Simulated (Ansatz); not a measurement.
Basis-set series for F2HOSi, SMILES `O[Si](F)F` radical. Total charge 0; spin multiplicity 2. The structure was optimised at the PBE0-D4/def2-TZVP level. It is one conformer, not always the lowest.

```
functional       basis  functions  energy (Eh)  HOMO (eV)  LUMO (eV)
   PBE0-D4    def2-SVP         65   -564.41302      -6.90      -2.67
   PBE0-D4  def2-QZVPP        271   -564.91107      -7.15      -2.84
   ωB97M-V    def2-SVP         65   -564.71078      -8.70      -1.03
   ωB97M-V  def2-QZVPP        271   -565.21293      -8.98      -1.30
```

(1) Give the rows for def2-TZVPP. (Best estimate.)

Results:

(1) The calculation gave: 
```tsv
functional	basis	functions	energy (Eh)	HOMO (eV)	LUMO (eV)
PBE0-D4	def2-TZVPP	149	-564.88418	-7.09	-2.74
ωB97M-V	def2-TZVPP	149	-565.18752	-8.90	-1.17
```

HOMO and LUMO are taken over both spins.

Results of the Gaussian-basis code of Ansatz.
